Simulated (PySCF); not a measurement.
Cartesian coordinates in Å; atom numbers follow the order of the lines, from 1:
```xyz
19

C    -1.898   -1.206   -0.166
N    -1.004   -0.193    0.359
C    -1.657    1.095    0.420
C     0.241   -0.100   -0.383
C     1.064   -1.366   -0.428
C     2.208   -1.079    0.198
Si    1.706    0.687    0.625
C     2.633    2.028   -0.284
N     3.194    2.854   -0.845
H    -1.421   -2.181   -0.097
H    -2.803   -1.225    0.442
H    -2.183   -1.021   -1.214
H    -1.967    1.463   -0.572
H    -2.540    1.018    1.053
H    -0.975    1.825    0.856
H     0.067    0.293   -1.403
H     0.770   -2.287   -0.907
H     3.058   -1.727    0.340
H     1.496    1.129    1.999
```

Theory: NMR shieldings at PBE0/pcSseg-1/GIAO, structure optimised with GFN2-xTB, in PySCF (non-relativistic, one conformer, no solvent, averaged over atoms made equivalent by symmetry, fast rotation or ring inversion).

Scale: 13C (σref 186.93) vs TMS (reference shieldings calculated alike).

Task: Do the 13C shifts follow the atomic charges (in e)? Tabulate both.

Result: 
| atoms | hybridisation | δ (ppm) | σ para (ppm) | Hirshfeld | IAO | Mulliken | ESP-fitted |
| --- | --- | --- | --- | --- | --- | --- | --- |
| C5 | sp2 | 169.4 | -241 | -0.02 | -0.11 | -0.06 | -0.08 |
| C6 | sp2 | 144.2 | -217 | -0.13 | -0.41 | -0.36 | -0.36 |
| C8 | sp | 124.0 | -199 | -0.04 | -0.16 | -0.20 | +0.19 |
| C4 | sp3 | 72.4 | -138 | -0.06 | -0.26 | -0.31 | -0.14 |
| C1/C3 | sp3 | 46.0 | -107 | -0.07 | -0.30 | -0.09 | -0.43 |

Correlation coefficients of δ with charge over these carbons: Hirshfeld +0.12, IAO +0.32, Mulliken +0.00, ESP-fitted +0.37; with the paramagnetic shielding -1.00. With so few points, grouped by hybridisation, these coefficients are fragile. Charge is one influence among several: hybridisation and low-lying excitations act through the paramagnetic term.

Shifts are as computed. Against solution values, carbons near 30 ppm lie about +3 ppm off and those near 130 ppm about +5 ppm. Of 1211 compounds with measured shifts, 218 miss one by over three times the rms of a fit or turn the order of signals round; such compounds aren't used in these exercises.
